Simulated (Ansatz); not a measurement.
```yaml
crystal:
  periodic: [false, false, false]
  atoms:
    - {symbol: F, position_ang: [1.769083, -0.876926, 1.361236]}
    - {symbol: Si, position_ang: [0.212606, -0.992071, 1.008209]}
    - {symbol: F, position_ang: [0.046907, -2.388352, 0.244382]}
    - {symbol: Si, position_ang: [-0.386251, 0.773298, -0.456937]}
    - {symbol: H, position_ang: [0.428075, 0.766448, -1.701291]}
    - {symbol: H, position_ang: [-0.184477, 2.045032, 0.282159]}
    - {symbol: H, position_ang: [-1.824743, 0.604371, -0.783257]}
basis:
  gaussian: {orbitals: def2-TZVPP}
magnetization: {spin_polarized: true, initial_magnetization: 1}
hamiltonian: {xc: {name: HF}}
correlation: {method: mp2, frozen_orbitals: {F: 9}}
output: {forces: true}
```

```sh
$ ansatz run in.yaml --threads 4 --pin off --events-out ev --progress --plain --max-ram 10444MiB
```

It prints (some lines left out):

```
Functional definition: HF
Error: "frozen_orbitals" has no count for Si
```

(1) What is wrong with this run?

## Answers

(1) Frozen orbitals are typed for one element alone, and the program wants a count for each. The input was rejected before any iteration.
